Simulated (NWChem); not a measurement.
Species: SiH$_{3}$F; SMILES F[SiH3]

```xyz
5

Si     0.0000     0.0000    -0.4590
F      0.0000     0.0000     1.1655
H      0.9981     0.9981    -0.9329
H      0.3653    -1.3634    -0.9329
H     -1.3634     0.3653    -0.9329
```
Atoms are numbered in this order, from 1.

All runs: NWChem. Pople sets run with spherical d functions. STO-3G and 3-21G are far too small for this property and stand as cheap habits. The geometry was optimised at PBE0/def2-SVP. B3LYP is NWChem's, with the RPA form of VWN correlation. Field at 589 nm.

```json
[
 {"level": "B3LYP/STO-3G", "isotropic polarisability (bohr³)": "___", "anisotropy (bohr³)": "___"},
 {"level": "B3LYP/6-31G*", "isotropic polarisability (bohr³)": "21.0", "anisotropy (bohr³)": "3.3"},
 {"level": "B3LYP/def2-SVP", "isotropic polarisability (bohr³)": "23.6", "anisotropy (bohr³)": "4.6"},
 {"level": "B3LYP/def2-SVPD", "isotropic polarisability (bohr³)": "29.7", "anisotropy (bohr³)": "2.4"},
 {"level": "B3LYP/aug-cc-pVDZ", "isotropic polarisability (bohr³)": "30.1", "anisotropy (bohr³)": "2.5"},
 {"level": "B3LYP/def2-TZVPD", "isotropic polarisability (bohr³)": "30.0", "anisotropy (bohr³)": "2.7"}
]
```

Question: Fill in the missing entries.

Answer: 
- B3LYP/STO-3G, isotropic polarisability (bohr³): 11.0
- B3LYP/STO-3G, anisotropy (bohr³): 0.4
